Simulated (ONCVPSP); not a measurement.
# Before and after: ONCV potential for Ge (Z = 32)

ONCVPSP 4.0.1 input, shortened (lines: element, Z, core and valence counts, functional; n l f; lmax; l rc ep ncon nbas qcut; lloc lpopt rc5 dvloc0; l nproj debl; icmod fcfact rcfact), LDA (Perdew-Zunger), scalar-relativistic:

```
  Ge 32.00    6    2        3      upf
    1    0    2.00
    2    0    2.00
    2    1    6.00
    3    0    2.00
    3    1    6.00
    3    2   10.00
    4    0    2.00
    4    1    2.00
    1
    0    1.75    0.00    4    8    2.90
    1    1.90    0.00    3    7    5.10
    4    5    1.50    1.00
    0    3    2.10
    1    2    3.40
    0    0.00    0.00
```

Change: s: qcut 3.4.

Cutoffs: the cutoffs (Ha) at which the residual kinetic energy of the hardest occupied pseudo-wave falls to 1 and 0.1 mHa per electron; they do not see the model core or the augmentation charge, which bear on the density cutoff. Errors are all-electron minus pseudo energies relative to the spin-unpolarised reference configuration.

Q: How do hardness, ghosts and transferability respond?

A: The potential gets softer (44 Ha and 56 Ha → 25 Ha and 53 Ha); the errors of the 4 common tests hardly move; neither file shows a bound ghost.

```tsv
quantity	base	changed
cutoff, loose	44 Ha	25 Ha
cutoff, tight	56 Ha	53 Ha
loose cutoff by channel	s 44 Ha, p 7.2 Ha	s 25 Ha, p 7.2 Ha
bound ghosts	none	none
GHOST(+) flags under 300 eV	s at 218.8 eV	s at 193.3 eV
error for 4s2 4p1, meV [ΔE 7.64 eV]	+3.8	+3.5
error for 4s2 4p0, meV [ΔE 23.35 eV]	+37	+35
error for 4s1 4p0, meV [ΔE 58.57 eV]	+250	+252
error for 4s2 4p1.5, meV [ΔE 2.89 eV]	+0.5	+0.4
s: phases at 1.78 bohr within 0.05 rad from the reference energy up to (Ha; the scan ends near 5)	to the end of the scan	to the end of the scan
p: phases at 1.93 bohr within 0.05 rad from the reference energy up to (Ha; the scan ends near 5)	4.5	4.5
```
